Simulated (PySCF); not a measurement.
**Distorted geometries of Lu2O3**

Lu2O3 (singlet in the valence; each metal's 4f electrons, 14 of them, lie in its core potential, out of spins and levels). PySCF 2.14.0, RKS BP86, Lu lcecp-1-SVP with ECP60, O def2-SVP; non-relativistic Hamiltonian with scalar-relativistic core potentials where named; density fitting; no spin-orbit coupling. Relaxed geometry:

```xyz
5

Lu    0.0000    0.0000    1.3409
Lu    0.0000    0.0000   -1.3409
O     1.5426    0.0000    0.0000
O    -0.7713    1.3359    0.0000
O    -0.7713   -1.3359    0.0000
```

Order these distorted geometries by energy above the relaxed one, lowest first.
A.
```xyz
5

Lu    0.0958   -0.0227    1.2949
Lu   -0.0381    0.0392   -1.3342
O     1.5011   -0.0370    0.0471
O    -0.6933    1.2720    0.0123
O    -0.8655   -1.2516   -0.0201
```
B.
```xyz
5

Lu    0.2765    0.1116    1.3258
Lu    0.1670   -0.1812   -1.1886
O     1.3170    0.0659   -0.2011
O    -0.8772    1.2372   -0.0466
O    -0.8833   -1.2335    0.1104
```
C.
```xyz
5

Lu    0.0458   -0.0206    1.3102
Lu    0.0090   -0.0142   -1.3631
O     1.5428    0.0030    0.0642
O    -0.8119    1.3841   -0.0256
O    -0.7857   -1.3523    0.0143
```

C (0.16 eV), A (0.38 eV), B (6.00 eV).

Which forces (eV/Å) act in the one that lies 6.00 eV up?


```
Lu   -5.80   0.83   4.50
Lu  -20.41  -3.39 -21.99
O    22.89   3.29  13.61
O     1.69   0.56   1.50
O     1.63  -1.29   2.37
```
Forces carry noise of the integration grid, about 0.01 to 0.03 eV/Å.

An lcecp potential fixes the number of 4f electrons, so in runs with it no electron can move into or out of that shell.
